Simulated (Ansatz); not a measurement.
The inner images of a band of AlClFH3O (7 atoms, charge 0, multiplicity 1) are given out of order.

All numbers below come from RKS PBE0-D4/cc-pVDZ (Ansatz).

Initial state:

```xyz
7
Properties=species:S:1:pos:R:3
Al 0.034 0.021 0.045
Cl -0.066 -0.327 2.227
H 1.452 0.067 -0.628
O -1.376 -0.384 -0.857
H -2.209 -0.603 -0.432
F -0.246 1.968 0.674
H -0.265 1.682 1.590
```

Final state:

```xyz
7
Properties=species:S:1:pos:R:3
Al -0.135 0.398 -0.159
Cl 0.002 0.069 2.474
H 1.239 -0.193 -0.656
O -1.706 -0.177 -0.569
H -1.832 -1.023 -1.007
F -0.150 2.019 0.439
H -0.095 1.331 2.098
```

Problem. Put them in order from the first end to the last, with their energies above the first end.
A.
```xyz
7
Properties=species:S:1:pos:R:3
Al -0.014 0.046 0.080
Cl -0.041 -0.304 2.259
H 1.393 0.002 -0.618
O -1.479 -0.196 -0.788
H -2.149 -0.858 -0.612
F -0.183 1.997 0.688
H -0.204 1.737 1.611
```
B.
```xyz
7
Properties=species:S:1:pos:R:3
Al -0.102 0.095 0.128
Cl 0.040 -0.068 2.371
H 1.256 -0.150 -0.632
O -1.694 -0.193 -0.469
H -1.877 -0.887 -1.108
F -0.178 1.990 0.697
H -0.122 1.637 1.631
```
C.
```xyz
7
Properties=species:S:1:pos:R:3
Al -0.048 0.049 0.120
Cl 0.023 -0.250 2.307
H 1.335 -0.087 -0.624
O -1.608 -0.103 -0.598
H -2.008 -0.931 -0.872
F -0.182 1.994 0.678
H -0.190 1.752 1.609
```
D.
```xyz
7
Properties=species:S:1:pos:R:3
Al -0.128 0.344 -0.091
Cl 0.013 0.096 2.464
H 1.254 -0.184 -0.630
O -1.706 -0.185 -0.531
H -1.854 -0.978 -1.053
F -0.164 1.987 0.522
H -0.092 1.343 1.938
```
E.
```xyz
7
Properties=species:S:1:pos:R:3
Al -0.119 0.270 -0.010
Cl 0.014 0.093 2.426
H 1.260 -0.175 -0.622
O -1.702 -0.181 -0.512
H -1.866 -0.947 -1.068
F -0.166 1.968 0.616
H -0.097 1.396 1.788
```

Solution. A (+4.5 kJ/mol), C (+7.5 kJ/mol), B (+8.2 kJ/mol), E (+24.4 kJ/mol), D (+21.8 kJ/mol).

Run time: 3.2 min on 2 threads of Intel(R) Xeon(R) Platinum 8259CL CPU @ 2.50GHz (Skylake/Cascade Lake), with other jobs on the host, peak memory 0.18 GiB.
